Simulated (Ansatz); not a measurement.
Ansatz (a first-principles code) input (CCSD(T,full)/cc-pwCVTZ):
A basis named .json is the Basis Set Exchange file of that set.

Ansatz 0.2 input:
```yaml
crystal:
  periodic: [false, false, false]
  atoms:
    - {symbol: C, position_ang: [2.21856270, -0.08565905, -0.54710759]}
    - {symbol: C, position_ang: [0.96334833, -0.03719503, -0.23756605]}
    - {symbol: B, position_ang: [-0.50430132, 0.01947115, 0.12436298]}
    - {symbol: O, position_ang: [-1.13054049, 1.24341415, 0.07331760]}
    - {symbol: O, position_ang: [-1.12235276, -1.15642959, 0.48225606]}
    - {symbol: H, position_ang: [3.00860031, 0.04339746, 0.19443884]}
    - {symbol: H, position_ang: [2.56226028, -0.25848926, -1.56823824]}
    - {symbol: H, position_ang: [-2.06281222, 1.24461130, 0.30917974]}
    - {symbol: H, position_ang: [-2.05486197, -1.08562725, 0.70625732]}
basis:
  gaussian:
    orbitals: cc-pwCVTZ.json
magnetization: {spin_polarized: true, initial_magnetization: 1}
correlation: {method: ccsd_t, frozen_orbitals: {B: 0, C: 0, H: 0, O: 0}}
```

Output:

```
Functional definition: HF
integrals: 3.26 GiB planned
1607 factors; integrals over basis functions are off by at most 1.0e-3 eV
1.32 GiB of device memory are held for the factors and their scratch space
mean field: 1.27 GiB planned
mean field evaluation 1: about -6869.3746 eV, gradient 3.3e1 eV
mean field evaluation 2: about -6869.3783 eV, gradient 3.3e1 eV
mean field evaluation 4: about -6873.9231 eV, gradient 3.2e0 eV
mean field evaluation 8: about -6874.0574 eV, gradient 4.6e-1 eV
mean field evaluation 16: about -6874.1024 eV, gradient 1.3e-4 eV
mean field evaluation 32: about -6870.8486 eV, gradient 3.3e0 eV
mean field evaluation 64: about -6871.2297 eV, gradient 2.4e-1 eV
mean field -6874.10235822 eV, -252.6186022305 hartree, gradient 1.7e-6 eV, S^2 0.905530; 1 other end points of the search recorded, 0 dependent functions left out
determinant -6874.10235822 eV, -252.6186022305 hartree, with singles and doubles -6905.25899507 eV, -253.7635875162 hartree
determinant -6871.23136944 eV, -252.5130953391 hartree, with singles and doubles -6902.03762209 eV, -253.6452042427 hartree
reference -6874.10235822 eV, -252.6186022305 hartree; 19, 18 occupied and 252, 253 virtual orbitals, 1607 factors
second order -30.08582778 eV of doubles, -0.00000000 eV of singles
coupled cluster: 31.47 GiB planned
cycle   1  -31.09845959 eV  change    -6.7e0 eV  update   3.3e-2
cycle   2  -31.20756277 eV  change   -1.1e-1 eV  update   7.6e-3
cycle   3  -31.20818006 eV  change   -6.2e-4 eV  update   4.2e-3
cycle   4  -31.21011397 eV  change   -1.9e-3 eV  update   2.1e-3
cycle   5  -31.21352802 eV  change   -3.4e-3 eV  update   1.1e-3
cycle   6  -31.21520497 eV  change   -1.7e-3 eV  update   4.6e-4
cycle   7  -31.21570146 eV  change   -5.0e-4 eV  update   1.5e-4
cycle   8  -31.21584645 eV  change   -1.4e-4 eV  update   6.1e-5
cycle   9  -31.21582827 eV  change    1.8e-5 eV  update   2.6e-5
coupled cluster: 31.47 GiB planned
perturbative correction -1.06864057 eV, -0.0392718165 hartree
Total energy: -6906.38682705 eV, -253.8050345771 hartree
```

It need not be the lowest isomer of its formula.

The determinant is spin-contaminated: <S^2> is 0.91 against 0.75 for a pure state.
